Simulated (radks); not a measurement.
Species: Li2+. Configuration: 4f1 (not the ground configuration).

All-electron calculation, scalar-relativistic Kohn-Sham, BLYP, spin-polarised, spherical densities, finite nucleus; open shells are filled with parallel spins first; Fermi nuclear charge, rms radius 2.444 fm. Program: a radial shooting solver on a logarithmic mesh with Libxc functionals.

Energy parts (hartree):
| part | energy |
|---|---|
| total | -0.28429 |
| kinetic | 0.28429 |
| electron-nucleus | -0.56483 |
| Hartree | 0.07670 |
| exchange-correlation | -0.08045 |

Orbitals (lengths in bohr, moments of r in powers of bohr):
orbital	occ.	eigenvalue (hartree)	<r^2>
4f up	1	-0.22897	38.45

The highest occupied level is 4f up at -6.231 eV. Summed over all electrons, <r^2> = 38.45 bohr^2, which gives a Langevin (diamagnetic) susceptibility term of -30.5 x 10^-6 cm^3/mol. The electron density at the nucleus is 1.394e-40 e/bohr^3 (large components only).
